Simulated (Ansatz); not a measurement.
`[SiH3][O][Cd][Br]` and `[OH][Cd][O][SiH3]` differ in one atom or group.

Ansatz, PBE0-D4/def2-TZVP geometries, multiplicity 1. Each molecule was computed in one conformer, which needn't be the lowest.

Elements past krypton have def2 core potentials. Scalar relativity is left out up to krypton.

| property | `[SiH3][O][Cd][Br]` |
| --- | --- |
| HOMO energy (PBE0/def2-TZVPP) / eV | -8.25 |
| LUMO energy (PBE0/def2-TZVPP) / eV | -2.16 |
| LUMO energy (B3LYP/def2-TZVPP) / eV | -2.47 |
| HOMO energy (ωB97M-V/def2-TZVPP) / eV | -10.53 |
| LUMO energy (ωB97M-V/def2-TZVPP) / eV | -0.37 |
| HOMO energy (PBE/def2-TZVPP) / eV | -6.85 |

(1) Give the same properties after the change, and the shifts. (Best estimate.)

Results:

(1) Ansatz gave: 
| property | `[OH][Cd][O][SiH3]` | shift |
| --- | --- | --- |
| HOMO energy (PBE0/def2-TZVPP) / eV | -8.11 | 0.14 |
| LUMO energy (PBE0/def2-TZVPP) / eV | -1.75 | 0.41 |
| LUMO energy (B3LYP/def2-TZVPP) / eV | -2.09 | 0.38 |
| HOMO energy (ωB97M-V/def2-TZVPP) / eV | -10.44 | 0.09 |
| LUMO energy (ωB97M-V/def2-TZVPP) / eV | -0.03 | 0.34 |
| HOMO energy (PBE/def2-TZVPP) / eV | -6.62 | 0.23 |

With PBE0 the HOMO rises by 0.14 eV and the LUMO rises by 0.41 eV, so the gap widens by about 0.27 eV. PBE moves the HOMO by 0.23 eV and ωB97M-V by 0.09 eV. The zero-point energy changes by 31.1 kJ/mol with +3 modes.

B3LYP here is the variant with VWN-RPA as its local correlation; programs differ in this.

Spin–orbit coupling is left out; it splits and shifts lone-pair levels of the heavy atoms by tenths of an eV.
